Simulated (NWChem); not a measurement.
System: C2H7O2 cation; SMILES [OH2+]CCO

Here is an NWChem input.

```
start job
memory heap 200 mb stack 900 mb global 1100 mb
charge 1
geometry units angstroms
  O      0.960932    -0.354182    -0.838641
  C      0.652025     0.832920    -0.110441
  C     -0.787899     0.596408     0.373546
  O     -0.840766    -0.837875     0.626536
  H      1.909877    -0.437996    -0.986637
  H      1.332190     0.953153     0.737583
  H      0.709472     1.714944    -0.750994
  H     -1.005946     1.127856     1.299608
  H     -1.508255     0.873510    -0.397114
  H     -0.038420    -1.108554    -0.020249
  H     -1.687258    -1.232943     0.349450
end
basis spherical
  * library def2-svp
end
dft
  xc pbe0
  iterations 150
end
driver
  maxiter 120
end
task dft optimize
task dft freq
```

Parts of the log:

```
             Northwest Computational Chemistry Package (NWChem) 7.3.0
             --------------------------------------------------------

 C1  symmetry detected

                             Geometry "geometry" -> ""
                             -------------------------

 Output coordinates in angstroms (scale by  1.889725989 to convert to a.u.)

  No.       Tag          Charge          X              Y              Z
 ---- ---------------- ---------- -------------- -------------- --------------
    1 O                    8.0000    -0.65607449    -1.15510283    -0.14229959
    2 C                    6.0000     0.68129320    -0.77374350     0.17538368
    3 C                    6.0000     0.72354071     0.72296076    -0.17340561
    4 O                    8.0000    -0.61381810     1.19743013     0.15873410
    5 H                    1.0000    -0.88273760    -2.00360451     0.25530946
    6 H                    1.0000     0.88495956    -0.93090114     1.23842018
    7 H                    1.0000     1.40367306    -1.33476373    -0.42043365
    8 H                    1.0000     1.45199532     1.26754434     0.42689008
    9 H                    1.0000     0.92652982     0.86988910    -1.23492462
   10 H                    1.0000    -1.10406060     0.25465180     0.08006794
   11 H                    1.0000    -0.95022233     1.84326227    -0.48867391

 Effective nuclear repulsion energy (a.u.)     145.6383558956

                                Z-matrix (autoz)
                                --------

 Units are Angstrom for bonds and degrees for angles

      Type          Name      I     J     K     L     M      Value
      ----------- --------  ----- ----- ----- ----- ----- ----------
    1 Stretch                  1     2                       1.42650
    2 Stretch                  1     5                       0.96407
    3 Stretch                  2     3                       1.53739
    4 Stretch                  2     6                       1.09372
    5 Stretch                  2     7                       1.09159
    6 Stretch                  3     4                       1.45738
    7 Stretch                  3     8                       1.08976
    8 Stretch                  3     9                       1.09069
    9 Stretch                  4    10                       1.06553
   10 Stretch                  4    11                       0.97437
   11 Bend                     1     2     3               103.62125
   12 Bend                     1     2     6               110.64749
   13 Bend                     1     2     7               111.19008
   14 Bend                     2     1     5               111.33772
   15 Bend                     2     3     4               103.88807
   16 Bend                     2     3     8               112.32756
   17 Bend                     2     3     9               110.91992
   18 Bend                     3     2     6               110.81046
   19 Bend                     3     2     7               110.99759
   20 Bend                     3     4    10                96.73737
   21 Bend                     3     4    11               112.40686
   22 Bend                     4     3     8               108.97593
   23 Bend                     4     3     9               110.40971
   24 Bend                     6     2     7               109.47716
   25 Bend                     8     3     9               110.14469
   26 Bend                    10     4    11               112.24434
   27 Torsion                  1     2     3     4          34.33775
   28 Torsion                  1     2     3     8         151.96108
   29 Torsion                  1     2     3     9         -84.28888
   30 Torsion                  2     3     4    10         -23.30067
   31 Torsion                  2     3     4    11        -140.75410
   32 Torsion                  3     2     1     5        -164.22879
   33 Torsion                  4     3     2     6         -84.36354
   34 Torsion                  4     3     2     7         153.76931
   35 Torsion                  5     1     2     6         -45.41513
   36 Torsion                  5     1     2     7          76.47160
   37 Torsion                  6     2     3     8          33.25980
   38 Torsion                  6     2     3     9         157.00984
   39 Torsion                  7     2     3     8         -88.60735
   40 Torsion                  7     2     3     9          35.14269
   41 Torsion                  8     3     4    10        -143.22470
   42 Torsion                  8     3     4    11          99.32187
   43 Torsion                  9     3     4    10          95.67597
   44 Torsion                  9     3     4    11         -21.77746

                           NWChem Geometry Optimization
                           ----------------------------

 maximum gradient threshold         (gmax) =   0.000450
 rms gradient threshold             (grms) =   0.000300
 maximum cartesian step threshold   (xmax) =   0.001800
 rms cartesian step threshold       (xrms) =   0.001200
 fixed trust radius                (trust) =   0.300000
 source of zmatrix                         =   autoz

          -------------------
          Energy Minimization
          -------------------

 Using diagonal initial Hessian
 Scaling for Hessian diagonals: bonds = 1.00  angles = 0.25  torsions = 0.10

          --------
          Step   0

                                 NWChem DFT Module
                                 -----------------

[...]

      ----------------------
      Optimization converged
      ----------------------

  Step       Energy      Delta E   Gmax     Grms     Xrms     Xmax
  ---- ---------------- -------- -------- -------- -------- --------
@   15    -230.14868557 -5.1D-07  0.00012  0.00003  0.00058  0.00128
                                     ok       ok       ok       ok

                                Z-matrix (autoz)
                                --------

 Units are Angstrom for bonds and degrees for angles

[...]

 Rotational Constants
 --------------------
 A=   0.428841 cm-1  (  0.616993 K)
 B=   0.233359 cm-1  (  0.335744 K)
 C=   0.167432 cm-1  (  0.240893 K)

 Temperature                      =   298.15K
 frequency scaling parameter      =   1.0000

 Zero-Point correction to Energy  =   61.338 kcal/mol  (  0.097748 au)
 Thermal correction to Energy     =   64.277 kcal/mol  (  0.102432 au)
 Thermal correction to Enthalpy   =   64.869 kcal/mol  (  0.103375 au)

 Total Entropy                    =   68.298 cal/mol-K
   - Translational                =   38.326 cal/mol-K (mol. weight =  63.0446)
   - Rotational                   =   24.069 cal/mol-K (symmetry #  =        1)
   - Vibrational                  =    5.903 cal/mol-K

 Cv (constant volume heat capacity) =   16.384 cal/mol-K
   - Translational                  =    2.979 cal/mol-K
   - Rotational                     =    2.979 cal/mol-K
   - Vibrational                    =   10.425 cal/mol-K

[normal modes left out]

 ----------------------------------------------------------------------------
 Normal Eigenvalue ||           Projected Infra Red Intensities
  Mode   [cm**-1]  || [atomic units] [(debye/angs)**2] [(KM/mol)] [arbitrary]
 ------ ---------- || -------------- ----------------- ---------- -----------
    1        0.000 ||    0.011985           0.277        11.684       1.273
    2        0.000 ||    0.015780           0.364        15.383       1.676
    3        0.000 ||    0.004329           0.100         4.220       0.460
    4        0.000 ||    0.002276           0.053         2.219       0.242
    5        0.000 ||    0.008601           0.198         8.384       0.913
    6        0.000 ||    0.005763           0.133         5.618       0.612
    7      194.483 ||    0.031585           0.729        30.791       3.355
    8      353.000 ||    0.097068           2.239        94.627      10.309
    9      456.458 ||    0.293945           6.782       286.552      31.219
   10      534.687 ||    0.111637           2.576       108.829      11.857
   11      639.777 ||    0.010114           0.233         9.860       1.074
   12      854.774 ||    0.002407           0.056         2.347       0.256
   13      925.080 ||    0.001061           0.024         1.035       0.113
   14      974.737 ||    0.082103           1.894        80.038       8.720
   15     1017.291 ||    0.193648           4.468       188.777      20.567
   16     1090.583 ||    0.107795           2.487       105.084      11.449
   17     1094.413 ||    0.033228           0.767        32.392       3.529
   18     1158.072 ||    0.128098           2.955       124.876      13.605
   19     1249.513 ||    0.142497           3.288       138.913      15.134
   20     1266.424 ||    0.120875           2.789       117.834      12.838
   21     1281.652 ||    0.074076           1.709        72.213       7.867
   22     1385.198 ||    0.027631           0.637        26.936       2.935
   23     1440.792 ||    0.005368           0.124         5.233       0.570
   24     1452.495 ||    0.118941           2.744       115.950      12.633
   25     1492.586 ||    0.047141           1.088        45.955       5.007
   26     1513.233 ||    0.192855           4.449       188.005      20.483
   27     2306.621 ||    0.664238          15.324       647.532      70.547
   28     3096.764 ||    0.003998           0.092         3.898       0.425
   29     3128.057 ||    0.001402           0.032         1.367       0.149
   30     3175.664 ||    0.000433           0.010         0.422       0.046
   31     3223.669 ||    0.003293           0.076         3.210       0.350
   32     3776.950 ||    0.338400           7.807       329.889      35.941
   33     3844.063 ||    0.224543           5.180       218.896      23.848
 ----------------------------------------------------------------------------
```

Level: PBE0/def2-SVP.
